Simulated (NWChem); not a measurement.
The numbers come from NWChem runs, not from measurements. System: H₆Ge₂, charge 0, spin multiplicity 3, displaced from the optimised geometry. The structure started from a generated list of species. Its SCF solution wasn't tested for a lower state. Level: UPBE0/def2-SVP.

Input file:

```
start mol
memory heap 200 mb stack 800 mb global 1000 mb
geometry units angstroms nocenter noautoz noautosym
  Ge     1.307582     0.114534     0.018255
  Ge    -1.307582    -0.114534     0.018255
  H      1.340359     1.582637     0.704929
  H      1.802323     0.334053    -1.464332
  H      1.105818    -1.550630     0.175244
  H     -1.340359    -1.582637     0.704929
  H     -1.802323    -0.334053    -1.464332
  H     -1.105818     1.550630     0.175244
end
basis spherical
  * library def2-svp
end
dft
  xc pbe0
  odft
  mult 3
  semidirect memsize 60000000 filesize 0
  iterations 100
end
task dft gradient
```

NWChem printed:

```
             Northwest Computational Chemistry Package (NWChem) 7.3.0
             --------------------------------------------------------

                                NWChem Input Module
                                -------------------

 Scaling coordinates for geometry "geometry" by  1.889725989
 (inverse scale =  0.529177249)

                             Geometry "geometry" -> ""
                             -------------------------

 Output coordinates in angstroms (scale by  1.889725989 to convert to a.u.)

  No.       Tag          Charge          X              Y              Z
 ---- ---------------- ---------- -------------- -------------- --------------
    1 Ge                  32.0000     1.30758200     0.11453400     0.01825500
    2 Ge                  32.0000    -1.30758200    -0.11453400     0.01825500
    3 H                    1.0000     1.34035900     1.58263700     0.70492900
    4 H                    1.0000     1.80232300     0.33405300    -1.46433200
    5 H                    1.0000     1.10581800    -1.55063000     0.17524400
    6 H                    1.0000    -1.34035900    -1.58263700     0.70492900
    7 H                    1.0000    -1.80232300    -0.33405300    -1.46433200
    8 H                    1.0000    -1.10581800     1.55063000     0.17524400

 Effective nuclear repulsion energy (a.u.)     303.7129479647

            Nuclear Dipole moment (a.u.)
            ----------------------------
        X                 Y               Z
 ---------------- ---------------- ----------------
     0.0000000000     0.0000000000     0.0000037795


 Summary of "ao basis" -> "" (spherical)
 ------------------------------------------------------------------------------
       Tag                 Description            Shells   Functions and Types
 ---------------- ------------------------------  ------  ---------------------
 *                          def2-svp                  on all atoms

                                 NWChem DFT Module
                                 -----------------

 Summary of "ao basis" -> "ao basis" (spherical)
 ------------------------------------------------------------------------------
       Tag                 Description            Shells   Functions and Types
 ---------------- ------------------------------  ------  ---------------------
 Ge                         def2-svp                12       32   5s4p3d
 H                          def2-svp                 3        5   2s1p

 Summary of "ao basis" -> "ao basis" (spherical)
 ------------------------------------------------------------------------------
       Tag                 Description            Shells   Functions and Types
 ---------------- ------------------------------  ------  ---------------------
 Ge                         def2-svp                12       32   5s4p3d
 H                          def2-svp                 3        5   2s1p

            General Information
            -------------------
          SCF calculation type: DFT
          Wavefunction type:  spin polarized.
          No. of atoms     :     8
          No. of electrons :    70
           Alpha electrons :    36
            Beta electrons :    34
          Charge           :     0
          Spin multiplicity:     3
          Use of symmetry is: off; symmetry adaption is: off
          Maximum number of iterations: 100
          AO basis - number of functions:    94
                     number of shells:    42
          Convergence on energy requested:  1.00D-06
          Convergence on density requested:  1.00D-05
          Convergence on gradient requested:  5.00D-04

              XC Information
              --------------
                         PBE0 Method XC Functional
                     Hartree-Fock (Exact) Exchange  0.250
          PerdewBurkeErnzerhof Exchange Functional  0.750
            Perdew 1991 LDA Correlation Functional  1.000 local
           PerdewBurkeErnz. Correlation Functional  1.000 non-local

             Grid Information
             ----------------
          Grid used for XC integration:  medium
          Radial quadrature: Mura-Knowles
          Angular quadrature: Lebedev.
          Tag              B.-S. Rad. Rad. Pts. Rad. Cut. Ang. Pts.
          ---              ---------- --------- --------- ---------
          Ge                  1.25      112          10.0       590
          H                   0.35       45          11.0       434
          Grid pruning is: on
          Number of quadrature shells:   494
          Spatial weights used:  Erf1

          Convergence Information
          -----------------------
          Convergence aids based upon iterative change in
          total energy or number of iterations.
          Levelshifting, if invoked, occurs when the
          HOMO/LUMO gap drops below (HL_TOL):  1.00D-02
          DIIS, if invoked, will attempt to extrapolate
          using up to (NFOCK): 10 stored Fock matrices.

                    Damping( 0%)  Levelshifting(0.5)       DIIS
                  --------------- ------------------- ---------------
          dE  on:    start            ASAP                start
          dE off:    2 iters        100 iters           100 iters

      Screening Tolerance Information
      -------------------------------
          Density screening/tol_rho:  1.00D-10
          AO Gaussian exp screening on grid/accAOfunc:  14
          CD Gaussian exp screening on grid/accCDfunc:  20
          XC Gaussian exp screening on grid/accXCfunc:  20
          Schwarz screening/accCoul:  1.00D-08

      Superposition of Atomic Density Guess
[...]
 Vector   34  Occ=1.000000D+00  E=-3.181865D-01
              MO Center=  9.6D-06,  3.5D-07, -4.0D-01, r^2= 4.9D+00
   Bfn.  Coefficient  Atom+Function         Bfn.  Coefficient  Atom+Function
  ----- ------------  ---------------      ----- ------------  ---------------
    70      0.262994  4 H  s                 85     -0.262992  7 H  s
    14     -0.216538  1 Ge pz                46      0.216537  2 Ge pz
    71      0.170431  4 H  s                 86     -0.170430  7 H  s
    17     -0.144137  1 Ge pz                49      0.144136  2 Ge pz
    75     -0.138006  5 H  s                 90      0.138006  8 H  s

 Vector   35  Occ=0.000000D+00  E=-1.544874D-01
              MO Center= -1.5D-06, -4.4D-07,  1.4D-02, r^2= 4.1D+00
   Bfn.  Coefficient  Atom+Function         Bfn.  Coefficient  Atom+Function
  ----- ------------  ---------------      ----- ------------  ---------------
    15      0.331144  1 Ge px                47     -0.331145  2 Ge px
    12      0.305978  1 Ge px                44     -0.305979  2 Ge px
     9     -0.175005  1 Ge px                41      0.175005  2 Ge px
    76      0.144975  5 H  s                 91      0.144975  8 H  s
    75      0.122309  5 H  s                 90      0.122308  8 H  s

 Vector   36  Occ=0.000000D+00  E=-5.765185D-02
              MO Center= -1.1D-05,  3.4D-07,  4.1D-01, r^2= 5.1D+00
   Bfn.  Coefficient  Atom+Function         Bfn.  Coefficient  Atom+Function
  ----- ------------  ---------------      ----- ------------  ---------------
    76      0.485204  5 H  s                 91      0.485207  8 H  s
     4     -0.387867  1 Ge s                 36     -0.387869  2 Ge s
    66      0.386551  3 H  s                 81      0.386554  6 H  s
     5     -0.379951  1 Ge s                 37     -0.379954  2 Ge s
    17     -0.282215  1 Ge pz                49     -0.282217  2 Ge pz

 Vector   37  Occ=0.000000D+00  E=-1.851411D-02
              MO Center=  1.0D-05, -1.8D-07,  3.3D-01, r^2= 6.2D+00
   Bfn.  Coefficient  Atom+Function         Bfn.  Coefficient  Atom+Function
  ----- ------------  ---------------      ----- ------------  ---------------
    15      0.498598  1 Ge px                47      0.498597  2 Ge px
    66     -0.408287  3 H  s                 81      0.408284  6 H  s
    76     -0.311072  5 H  s                 91      0.311068  8 H  s
    17      0.294022  1 Ge pz                49     -0.294018  2 Ge pz
     5      0.265971  1 Ge s                 37     -0.265969  2 Ge s

   alpha - beta orbital overlaps
   -----------------------------

   alpha      1      2      3      4      5      6      7      8      9     10
    beta      1      2      3      4      5      6      7      8      9     10
 overlap   1.000  1.000  1.000  1.000  0.999  0.999  0.974  0.969  0.967  0.972

   alpha     11     12     13     14     15     16     17     18     19     20
    beta     12     11     13     14     17     18     16     15     19     20
 overlap   0.978  0.978  1.000  1.000  0.834  0.867  0.861  0.828  0.999  0.947

   alpha     21     22     23     24     25     26     27     28     29     30
    beta     21     22     24     23     25     26     27     28     29     30
 overlap   0.999  0.949  0.977  0.996  0.996  0.983  0.999  0.999  0.997  0.997

   alpha     31     32     33     34     35     36     37     38     39     40
    beta     31     32     33     34     35     36     37     39     38     40
 overlap   0.994  0.994  0.994  0.993  0.997  0.998  0.997  0.996  0.998  0.744

   alpha     41     42     43     44     45     46     47     48     49     50
    beta     41     42     43     44     45     46     47     48     49     50
 overlap   0.742  0.998  0.996  0.998  0.969  0.998  0.999  0.971  0.953  0.951

   alpha     51     52     53     54     55     56     57     58     59     60
    beta     52     51     53     54     55     56     57     58     59     60
 overlap   0.964  0.964  0.996  0.997  0.923  0.916  0.996  0.988  0.997  0.972

   alpha     61     62     63     64     65     66     67     68     69     70
    beta     61     62     63     64     65     66     67     68     69     70
 overlap   0.972  0.996  0.998  0.999  0.999  0.999  0.997  0.998  0.984  0.997

   alpha     71     72     73     74     75     76     77     78     79     80
    beta     71     72     73     74     76     75     77     78     79     80
 overlap   0.894  0.996  0.886  0.991  0.768  0.768  0.998  0.999  0.999  0.972

   alpha     81     82     83     84     85     86     87     88     89     90
    beta     81     82     83     84     85     86     87     88     89     90
 overlap   0.973  0.998  0.997  0.998  1.000  1.000  0.999  1.000  0.999  0.999

   alpha     91     92     93     94
    beta     91     92     93     94
 overlap   0.994  0.984  0.989  1.000

     --------------------------
     Expectation value of S2:
     --------------------------
      <S2> =      2.0081 (Exact =     2.0000)

 center of mass
 --------------
 x =   0.00000000 y =   0.00000000 z =   0.01868262

 moments of inertia (a.u.)
 ------------------
          62.420112386016         -86.328958777136          -0.000000000000
         -86.328958777136         967.160142737157           0.000000000000
          -0.000000000000           0.000000000000         990.870995420235

     Multipole analysis of the density
     ---------------------------------

     L   x y z        total         alpha         beta         nuclear
     -   - - -        -----         -----         ----         -------
     0   0 0 0     -0.000000    -36.000000    -34.000000     70.000000

     1   1 0 0      0.000009      0.000007      0.000002      0.000000
     1   0 1 0     -0.000001     -0.000000     -0.000001      0.000000
     1   0 0 1      0.026719     -0.488013      0.514728      0.000004

     2   2 0 0    -27.931668   -240.091732   -223.369981    435.530045
     2   1 1 0      0.024070    -19.811420    -21.596439     41.431929
     2   1 0 1      0.000008      0.000005      0.000003      0.000000
     2   0 2 0    -32.653460    -41.723609    -29.787044     38.857193
     2   0 1 1      0.000001      0.000001     -0.000000      0.000000
     2   0 0 2    -30.642589    -26.928047    -22.873783     19.159241

            General Information
            -------------------
          SCF calculation type: DFT
          Wavefunction type:  spin polarized.
          No. of atoms     :     8
          No. of electrons :    70
           Alpha electrons :    36
            Beta electrons :    34
          Charge           :     0
          Spin multiplicity:     3
          Use of symmetry is: off; symmetry adaption is: off
          Maximum number of iterations: 100
          AO basis - number of functions:    94
                     number of shells:    42
          Convergence on energy requested:  1.00D-06
          Convergence on density requested:  1.00D-05
          Convergence on gradient requested:  5.00D-04

              XC Information
              --------------
                         PBE0 Method XC Functional
                     Hartree-Fock (Exact) Exchange  0.250
          PerdewBurkeErnzerhof Exchange Functional  0.750
            Perdew 1991 LDA Correlation Functional  1.000 local
           PerdewBurkeErnz. Correlation Functional  1.000 non-local

             Grid Information
             ----------------
          Grid used for XC integration:  medium
          Radial quadrature: Mura-Knowles
          Angular quadrature: Lebedev.
          Tag              B.-S. Rad. Rad. Pts. Rad. Cut. Ang. Pts.
          ---              ---------- --------- --------- ---------
          Ge                  1.25      112          10.0       590
          H                   0.35       45          11.0       434
          Grid pruning is: on
          Number of quadrature shells:   494
          Spatial weights used:  Erf1

          Convergence Information
          -----------------------
          Convergence aids based upon iterative change in
          total energy or number of iterations.
          Levelshifting, if invoked, occurs when the
          HOMO/LUMO gap drops below (HL_TOL):  1.00D-02
          DIIS, if invoked, will attempt to extrapolate
          using up to (NFOCK): 10 stored Fock matrices.

                    Damping( 0%)  Levelshifting(0.5)       DIIS
                  --------------- ------------------- ---------------
          dE  on:    start            ASAP                start
          dE off:    2 iters        100 iters           100 iters

      Screening Tolerance Information
      -------------------------------
          Density screening/tol_rho:  1.00D-10
          AO Gaussian exp screening on grid/accAOfunc:  14
          CD Gaussian exp screening on grid/accCDfunc:  20
          XC Gaussian exp screening on grid/accXCfunc:  20
          Schwarz screening/accCoul:  1.00D-08

                            NWChem DFT Gradient Module
                            --------------------------

  charge          =   0.00
  wavefunction    = open shell

                         DFT ENERGY GRADIENTS

    atom               coordinates                        gradient
                 x          y          z           x          y          z
   1 Ge      2.470972   0.216438   0.034497    0.001781  -0.000526   0.004703
   2 Ge     -2.470972  -0.216438   0.034497   -0.001781   0.000526   0.004703
   3 H       2.532911   2.990750   1.332123    0.000915   0.006960   0.003219
   4 H       3.405897   0.631269  -2.767186    0.003109   0.001134  -0.008268
   5 H       2.089693  -2.930266   0.331163   -0.000337  -0.006754   0.000346
   6 H      -2.532911  -2.990750   1.332123   -0.000915  -0.006960   0.003219
   7 H      -3.405897  -0.631269  -2.767186   -0.003109  -0.001134  -0.008268
   8 H      -2.089693   2.930266   0.331163    0.000337   0.006754   0.000346

                 ----------------------------------------
                 |  Time  |  1-e(secs)   |  2-e(secs)   |
                 ----------------------------------------
                 |  CPU   |       0.01   |       3.34   |
                 ----------------------------------------
                 |  WALL  |       0.01   |       3.34   |
                 ----------------------------------------

 Task  times  cpu:       18.2s     wall:       18.2s

 Total times  cpu:       18.3s     wall:       18.3s
```
